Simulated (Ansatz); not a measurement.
Relaxation of CH₂B₂Cl₂ (7 atoms, charge 0, multiplicity 1), to a largest force component of 0.015 eV/Å in at most 40 steps.

Theory: RKS PBE/def2-SVP in Ansatz.

```xyz
7
Properties=species:S:1:pos:R:3:forces:R:3
B -0.512 0.728 -1.199 0.10 -0.69 0.76
C -0.474 -0.266 -0.214 -0.15 -0.88 0.68
Cl -1.648 -1.584 -0.113 -0.27 0.12 -0.37
B 0.617 -0.280 0.876 -0.62 0.52 -1.12
Cl 0.628 -1.501 2.066 0.12 -0.93 1.02
H -0.448 1.587 -1.952 0.03 1.05 -0.97
H 1.453 0.539 0.909 0.79 0.81 0.00
```

Where does it end, and by what steps?

The run converged. After 15 steps the energy has fallen by 1.110 eV; H7 moved furthest, 0.86 Å. Joined: B1–B4, B1–H7.

```json
{"step": "0", "energy less start (eV)": "0.0000", "largest force component (eV/Å)": "1.116", "accepted": "yes"}
{"step": "1", "energy less start (eV)": "-0.1480", "largest force component (eV/Å)": "0.780", "accepted": "yes"}
{"step": "2", "energy less start (eV)": "-0.1879", "largest force component (eV/Å)": "0.272", "accepted": "yes"}
{"step": "3", "energy less start (eV)": "-0.2071", "largest force component (eV/Å)": "0.439", "accepted": "yes"}
{"step": "4", "energy less start (eV)": "-0.2707", "largest force component (eV/Å)": "0.777", "accepted": "yes"}
{"step": "5", "energy less start (eV)": "-0.4186", "largest force component (eV/Å)": "0.738", "accepted": "yes"}
{"step": "6", "energy less start (eV)": "-0.6556", "largest force component (eV/Å)": "0.962", "accepted": "yes"}
{"step": "7", "energy less start (eV)": "-0.9281", "largest force component (eV/Å)": "1.080", "accepted": "yes"}
{"step": "8", "energy less start (eV)": "-0.9320", "largest force component (eV/Å)": "1.581", "accepted": "yes"}
{"step": "9", "energy less start (eV)": "-1.0101", "largest force component (eV/Å)": "1.228", "accepted": "yes"}
{"step": "10", "energy less start (eV)": "-1.0952", "largest force component (eV/Å)": "0.283", "accepted": "yes"}
{"step": "11", "energy less start (eV)": "-1.0852", "largest force component (eV/Å)": "1.063", "accepted": "no"}
{"step": "12", "energy less start (eV)": "-1.1079", "largest force component (eV/Å)": "0.169", "accepted": "yes"}
{"step": "13", "energy less start (eV)": "-1.1101", "largest force component (eV/Å)": "0.058", "accepted": "yes"}
{"step": "14", "energy less start (eV)": "-1.1102", "largest force component (eV/Å)": "0.017", "accepted": "yes"}
{"step": "15", "energy less start (eV)": "-1.1102", "largest force component (eV/Å)": "0.007", "accepted": "yes"}
```

```xyz
7
Properties=species:S:1:pos:R:3
B -0.073 0.588 -0.633
C -0.773 -0.607 -0.179
Cl -2.108 -1.590 -0.548
B 0.338 -0.427 0.740
Cl 1.256 -0.944 2.137
H 0.052 1.514 -1.395
H 0.925 0.689 0.251
```

The run took 45 s on 1 thread of Arm Neoverse V1, on a shared host, peak memory 0.12 GiB.
